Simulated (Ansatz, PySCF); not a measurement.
Reaction (SMILES): C#CC → C1=CC1
Each molecule is optimised on its own at B3LYP-D3(BJ)/def2-TZVP (Ansatz, an electronic-structure program).

Quantity: isomerisation energy (0 K, with B3LYP-D3(BJ) harmonic zero-point energies from PySCF), in kcal/mol. Cores are frozen in the correlated levels unless marked. Spin-orbit coupling is left out. No relativistic terms. Basis-set limits of correlation are two-point, X^-3; Hartree-Fock from the larger set. The bracket is a focal-point correction in the basis named.

```
level                                                                 program  isomerisation energy (kcal/mol)  minus last row
-------------------------------------------------------------  --------------  -------------------------------  --------------
HF/STO-3G                                                              Ansatz                             28.5             4.9
HF/6-31G                                                               Ansatz                             36.2            12.6
HF/cc-pVDZ                                                             Ansatz                             26.2             2.6
HF/aug-cc-pVTZ                                                         Ansatz                             27.3             3.7
TPSS/def2-TZVPD                                                         PySCF                             19.7            -3.9
PBE0/def2-TZVPD                                                        Ansatz                             19.2            -4.4
PBE0/def2-QZVPP                                                        Ansatz                             19.3            -4.3
BHLYP-D4/def2-TZVPD                                            Ansatz + dftd4                             24.2             0.6
BHLYP/def2-TZVPD                                                       Ansatz                             24.3             0.7
r2SCAN0-D4/def2-TZVPD                                          Ansatz + dftd4                             20.4            -3.2
PW6B95-D4/def2-TZVPD                                            PySCF + dftd4                             20.1            -3.5
HSE06/def2-TZVPD                                                       Ansatz                             19.3            -4.3
B2PLYP-D3(BJ)/def2-TZVPD                                       Ansatz + dftd3                             24.8             1.2
RPA@PBE/cc-pVTZ                                                        Ansatz                             22.3            -1.3
MP2/aug-cc-pVDZ                                                        Ansatz                             23.6             0.0
MP2/aug-cc-pVTZ                                                        Ansatz                             24.2             0.6
SCS-MP2/6-31G*                                                         Ansatz                             23.5            -0.1
CCSD/STO-3G                                                            Ansatz                             33.9            10.3
CCSD(T)/cc-pwCVTZ                                                      Ansatz                             23.9             0.3
CCSD(T) with core electrons/cc-pwCVTZ                                  Ansatz                             24.0             0.4
RI-MP2/CBS(aug-cc-pVTZ,aug-cc-pVQZ)+[CCSD(T)-MP2]/aug-cc-pVTZ          Ansatz                             23.6             0.0
```
